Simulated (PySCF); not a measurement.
Compound: BiH2(OMe), CH5BiO.
Z-matrix (Å and degrees, PBE0-D3(BJ)/def2-SVP geometry), rows numbered from 1:
```
Bi
H   1  1.8000
H   1  1.8021  2   89.48
O   1  2.1163  2   92.65  3    93.38
C   4  1.3916  1  116.92  2   140.32
H   5  1.1108  4  114.04  1   -61.24
H   5  1.1048  4  108.02  1  -179.61
H   5  1.1108  4  114.04  1    62.07
```

Method used: TDDFT CAM-B3LYP/def2-SVPD, vertical, gas phase, core orbitals frozen in the response, def2 core potentials past Kr in PySCF. Spin–orbit coupling is left out.

Lowest singlets, with some entries withheld (?).

| state | E (eV) | f | main configurations (H = HOMO, L = LUMO) |
| --- | --- | --- | --- |
| S1 | 4.64 | 0.0007 | ? |
| S2 | 5.09 | 0.086 | H-1→L (60%), H→L (30%) |
| S3 | 6.08 | ? | H→L+1 (49%), H→L+2 (26%), H-2→L (14%) |
| S4 | ? | 0.013 | ? |
| S5 | 6.29 | 0.096 | H→L+2 (52%), H→L+1 (36%) |
| S6 | ? | 0.092 | ? |
| S7 | 6.41 | 0.123 | H-2→L (62%), H-1→L+1 (13%) |
| S8 | 6.72 | ? | H-3→L (91%) |
| S9 | 7.52 | ? | H-2→L+1 (80%) |
| S10 | 7.53 | 0.012 | H-2→L+2 (66%), H-3→L+1 (17%) |

(1) What stands in place of each question mark?

(2) What is the mean static polarisability from the same response equations?

(3) How far apart are S3 and S5, in eV and cm⁻¹?

(4) Where do the lowest triplets lie (Tamm–Dancoff)?

Results:

(1) 
- S1: H→L (64%), H-1→L (32%)
- S3: f = 0.031
- S4: E = 6.16 eV; H-1→L+1 (45%), H-1→L+2 (30%), H→L+2 (9%)
- S6: E = 6.36 eV; H-1→L+2 (59%), H-1→L+1 (28%)
- S8: f = 0.0039
- S9: f = 0.120

(2) 67.0 au (9.93 Å³), with principal values 60.3, 61.2 and 79.4 au.

(3) 6.292 − 6.080 = 0.212 eV, or about 1720 cm⁻¹.

(4) T1 4.04 eV, H→L (57%), H-1→L (39%); T2 4.24 eV, H-1→L (56%), H→L (38%); T3 5.21 eV, H→L+2 (41%), H-1→L+2 (35%), H-2→L+2 (13%); T4 5.39 eV, H-2→L (36%), H-1→L+1 (17%), H→L+1 (16%). E(S1) − E(T1) = +0.61 eV.

The vertical ionisation energy (ΔSCF) is 9.39 eV, 1.86 eV above S10.

One conformer stands for the species.
